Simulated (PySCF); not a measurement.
methyl (Z)-2,3-difluoroprop-2-enoate (C4H4F2O2), SMILES COC(=O)/C(F)=C/F.

Coordinates come from a B3LYP-D3(BJ)/def2-SVP optimisation. The values are those of a single conformer.

Two levels are set side by side: TDA-PBE/def2-SVPD (PySCF) and TDA-PBE0/def2-SVPD (PySCF). Vertical, same geometry. The lowest singlet is HOMO−1→LUMO 100 % with PBE and HOMO−1→LUMO 97 % with the other functional; states are paired by order. Differences are taken from unrounded values.

```
quantity                               TDA-PBE0  TDA-PBE  TDA-PBE minus TDA-PBE0
-------------------------------------  --------  -------  ----------------------
lowest singlet excitation (eV)             5.18     4.59                   -0.59
lowest triplet excitation (TDA) (eV)       3.58     3.54                   -0.03
first bright state (f over 0.05) (eV)      6.31     5.81                   -0.50
its oscillator strength                    0.42     0.35                   -0.07
```

A lower first singlet is the usual sign of a functional without exact exchange. Differences between two approximate levels are no errors against the true value.

Rough cost on one machine, each run with all the roots and properties that it gave: TDA-PBE0 against TDA-PBE about 2 times.
